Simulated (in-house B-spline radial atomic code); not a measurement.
Atomic self-consistent-field run: Ce3+ (an excited or competing configuration). Method: scalar-relativistic (X2C) CAM-B3LYP, spin-polarised, spherical fractional occupations, exact exchange averaged over the configuration, Fermi nucleus of rms radius 4.8771 fm. Calculated with a B-spline radial code for spherical atoms.

Command:
```bash
python run_scf.py task.json out
```
Settings (nuclear radius in fm, mass in u):
```
Z                58
configuration    [Kr] 4d9 4f1 5s2 5p6 5d1
hamiltonian      x2c
method           camb3lyp
spin_polarised   True
nucleus          fermi
rms_radius       4.8771
atomic_mass      139.90545
speed_of_light   137.035999084
exact_exchange   averaged over the configuration
```

Output (hartree, bohr):
```
 radial grid: 73 intervals, B-splines of order 8, outer radius 39.1892 bohr

 iter        energy (Eh)    residual
    1       -8841.139873    5.31e-01
    2       -8848.848468    4.54e-01
    3       -8854.389743    9.00e-02
    4       -8854.668503    2.56e-02
    5       -8854.680155    9.43e-03
    6       -8854.683768    2.43e-03
    7       -8854.683873    2.28e-04
    8       -8854.683873    2.56e-05
    9       -8854.683873    6.55e-07
   10       -8854.683873    1.33e-07

 total energy                     -8854.68387
 kinetic                            9503.0705
 electron-nucleus                 -21504.3570
 Hartree                            3357.3508
 exact exchange                      -43.5392
 exchange-correlation               -167.2090

 orbital      occ     eigenvalue          <r>       <r^2>       <1/r>       r_max
 1s up      1.000     -1481.4130    0.0239126 0.000786787      67.157     0.01495
 1s down    1.000     -1481.4127    0.0239126 0.000786785     67.1571     0.01495
 2s up      1.000      -239.2683     0.104598   0.0129722     15.3893     0.08894
 2s down    1.000      -239.2452     0.104594   0.0129714       15.39     0.08894
 2p up      3.000      -214.6668    0.0920023   0.0103479     13.9239     0.07129
 2p down    3.000      -214.6472    0.0919974   0.0103468     13.9245     0.07129
 3s up      1.000       -53.0087     0.278105   0.0885108     5.48674      0.2547
 3s down    1.000       -52.9854     0.278028   0.0884539       5.488      0.2546
 3p up      3.000       -45.1249     0.276075    0.088447     5.06143      0.2491
 3p down    3.000       -45.0997     0.275975   0.0883724     5.06275      0.2491
 3d up      5.000       -33.8060     0.253361   0.0756648     4.76548       0.205
 3d down    5.000       -33.7731     0.253352   0.0756543     4.76534      0.2051
 4s up      1.000       -11.9852     0.634381    0.453846     2.26493      0.5921
 4s down    1.000       -11.8835     0.634453    0.454006     2.26468      0.5918
 4p up      3.000        -9.3703     0.669857    0.509707     2.06381      0.6171
 4p down    3.000        -9.2624     0.670206    0.510321     2.06254      0.6169
 4d up      5.000        -5.5489     0.734261    0.623722     1.80163      0.6485
 4d down    4.000        -5.4552     0.735386    0.625924     1.79977      0.6486
 4f up      1.000        -1.5430     0.949992      1.1223     1.33064      0.6808
 5s up      1.000        -2.6858       1.4701     2.42118    0.911407       1.343
 5s down    1.000        -2.6397      1.47372     2.43326    0.908558       1.346
 5p up      3.000        -1.9584      1.66116     3.10593    0.790963       1.492
 5p down    3.000        -1.9114      1.66672     3.12809    0.788197       1.495
 5d up      1.000        -1.0542      2.22749     5.65332    0.577819       1.912
```

Cost of the run: 1.6 s on 1 thread of Intel(R) Xeon(R) Platinum 8488C (shared host).

One-electron X2C: radii and densities carry no picture-change correction, so inner-shell <1/r> comes out high (for 1s by about 2 % at Z = 33, 5 % at 54, 10 % at 75, 30 % at 118) and <r> low.
